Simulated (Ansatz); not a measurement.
Start from `CCC(C)(C)C(C)=O` and change one atom or group to get `CCC(C)(C)S`.

Ansatz, PBE0-D4/def2-TZVP geometries, multiplicity 1. Each molecule was computed in one conformer, which needn't be the lowest.

| property | `CCC(C)(C)C(C)=O` |
| --- | --- |
| HOMO energy (PBE0/def2-TZVPP) / eV | -6.99 |
| size of the dipole moment (ωB97M-V/def2-TZVPP) / D | 2.70 |
| LUMO energy (B3LYP/def2-TZVPP) / eV | -0.58 |
| HOMO–LUMO gap (PBE0/def2-TZVPP) / eV | 6.69 |
| HOMO energy (ωB97M-V/def2-TZVPP) / eV | -9.39 |
| size of the dipole moment (PBE/def2-TZVPP) / D | 2.57 |

What does the change do to each property? (Estimate.)

The calculation gave: 
```
                                          property  `CCC(C)(C)S`  shift
                HOMO energy (PBE0/def2-TZVPP) / eV         -6.70   0.29
size of the dipole moment (ωB97M-V/def2-TZVPP) / D          1.63  -1.07
               LUMO energy (B3LYP/def2-TZVPP) / eV          0.34   0.92
              HOMO–LUMO gap (PBE0/def2-TZVPP) / eV          7.32   0.63
             HOMO energy (ωB97M-V/def2-TZVPP) / eV         -8.97   0.42
    size of the dipole moment (PBE/def2-TZVPP) / D          1.64  -0.93
```

With PBE0 the HOMO rises by 0.29 eV and the LUMO rises by 0.92 eV, so the gap widens by about 0.63 eV. PBE moves the HOMO by -0.02 eV and ωB97M-V by 0.42 eV. Dipoles are sizes alone; their direction can turn.

Positive LUMOs are unbound, so they and the gaps depend on the basis.

B3LYP here is the variant with VWN-RPA as its local correlation; programs differ in this.
